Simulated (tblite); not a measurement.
Compound: C4H6NO3S (doublet state).
Cartesian coordinates in Å at the GFN2-xTB level; atoms count from 1:
```
atom  x, y, z in Å
C1     1.616   -0.190    0.585
C2     0.869   -0.084   -0.731
C3    -0.465    0.575   -0.624
C4    -0.666    1.552    0.365
N5    -0.783    2.377    1.153
S6    -1.688   -0.820    0.114
O7    -1.090   -1.068    1.391
O8    -1.486   -1.805   -0.908
O9    -2.899   -0.061    0.066
H10    2.546   -0.734    0.448
H11    1.840    0.795    0.991
H12    1.002   -0.721    1.311
H13    1.465    0.494   -1.454
H14    0.721   -1.075   -1.171
H15   -0.985    0.772   -1.558
```

Calculated harmonic vibrations of the isolated species, GFN2-xTB (tblite), most abundant isotopes, no scaling. Errors from tens to a few hundred cm⁻¹ against measured bands are possible. One conformer, not necessarily the lowest. Open shells enter through the occupations alone, without spin polarisation, and single modes of such species can be off by tens of per cent.

Harmonic wavenumbers (cm⁻¹): 55.7, 95.9, 111.2, 180.4, 191.5, 214.8, 228.4, 265.7, 370.7, 391.7, 469.5, 472.3, 488.1, 524.6, 602.8, 762.2, 858.4, 897.8, 992.4, 1009.2, 1033.6, 1074.0, 1136.1, 1172.5, 1217.7, 1223.2, 1274.6, 1310.0, 1389.4, 1409.7, 1464.9, 1471.9, 2330.9, 2872.2, 2958.3, 2998.6, 3024.9, 3041.1, 3057.9.

A = 1971, B = 1465, C = 1105 MHz; mass 148.007 u (most abundant isotopes); point group C1, symmetry number 1; spin multiplicity 2.

Question: Zero-point energy?

Answer: Half the sum of the wavenumbers: 22322 cm⁻¹ = 63.82 kcal/mol.

Question: Entropy at 298.15 K, 1 bar (ideal gas, RRHO, classical rotation)?

Answer: Translation 40.91, rotation 29.00, vibration 27.90, spin (R ln 2) 1.38: S = 99.2 cal/(mol K).

Question: And Cp and H(298.15 K) − H(0)?

Answer: Cp = 36.75 cal/(mol K), of which vibrations give 28.81 (their classical limit is 39 R = 77.5); H(298.15 K) − H(0) = 6.87 kcal/mol without the zero-point energy, 4.50 from vibrations.

Question: Which modes carry the vibrational entropy at 298.15 K?

Answer: 55.7 cm⁻¹: 4.60; 95.9 cm⁻¹: 3.54; 111.2 cm⁻¹: 3.25; 180.4 cm⁻¹: 2.32; 191.5 cm⁻¹: 2.21; 214.8 cm⁻¹: 2.00 cal/(mol K); the other 33 give 9.97 together.

Question: What must be added to the electronic energy to get the Gibbs energy at 298.15 K and 1 bar?

Answer: ZPE + [H(298.15 K) − H(0)] − T·S = 63.82 + 6.87 − 29.57 = 41.12 kcal/mol.

Question: How do the functions run with temperature in this model?

Answer: 
| T (K) | S (cal/(mol K)) | Cp (cal/(mol K)) | H − H(0) (kcal/mol) | G − H(0) (kcal/mol) | ln q(vib) |
| --- | --- | --- | --- | --- | --- |
| 100 | 70.0 | 18.8 | 1.26 | -5.74 | 1.37 |
| 200 | 86.2 | 28.6 | 3.66 | -13.59 | 3.91 |
| 300 | 99.4 | 36.9 | 6.94 | -22.88 | 6.49 |
| 500 | 121.6 | 50.4 | 15.75 | -45.06 | 11.41 |
| 800 | 148.2 | 62.7 | 32.89 | -85.71 | 18.09 |
| 1000 | 162.8 | 67.9 | 45.98 | -116.85 | 22.09 |

q(vib) and H(0) count from the zero-point level.

Hindered rotation and anharmonicity are outside this model. Other conformers, if any are populated, would add a mixing term that is left out. The structure is chiral; the term R ln 2 for an equal mix with its mirror image is left out.

Time: 0.44 s wall. Hardware: one thread, Arm Neoverse V2 (aarch64), on a shared host. This covers the Hessian and the dipole derivatives.
